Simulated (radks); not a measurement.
The numbers below are computed, except where a source is named.
Q: These are the eigenvalues of the occupied orbitals of an atom or ion with whole-number occupations (eV). Level of theory: Dirac Kohn-Sham, PBE, spin-unpolarised, spherical densities, finite nucleus; Fermi nuclear charge, rms radius of each element as measured or else 0.836 A^(1/3) + 0.57 fm (a radial shooting solver on a logarithmic mesh with Libxc functionals).

orbital  eigenvalue
1s1/2     -51809.04
2s1/2     -8595.234
2p1/2     -8169.305
2p3/2     -7422.721
3s1/2     -1916.701
3p1/2     -1731.363
3p3/2     -1577.239
3d3/2     -1257.782
3d5/2     -1224.155
4s1/2     -390.4691
4p1/2     -317.8401
4p3/2     -283.5571
4d3/2     -163.9444
4d5/2     -157.7553
5s1/2      -61.2671
5p1/2      -41.7555
5p3/2      -37.3501
4f5/2      -17.1091
4f7/2      -16.3241

Which element is it, and in what charge state? The configuration may be excited. Open shells, if any, fill j = l - 1/2 first.

A: Z = 65, terbium, charge +2: Tb2+ in [Xe] 4f9. The list shows which subshells hold electrons but not how many an open one holds; the 1s level, -1903.9 hartree, gives Z - s = 61.7 by -(Z - s)^2/2, which with screening and relativity narrows Z to a few neighbours, and the depths of the outer levels then fix element, charge and occupations together.
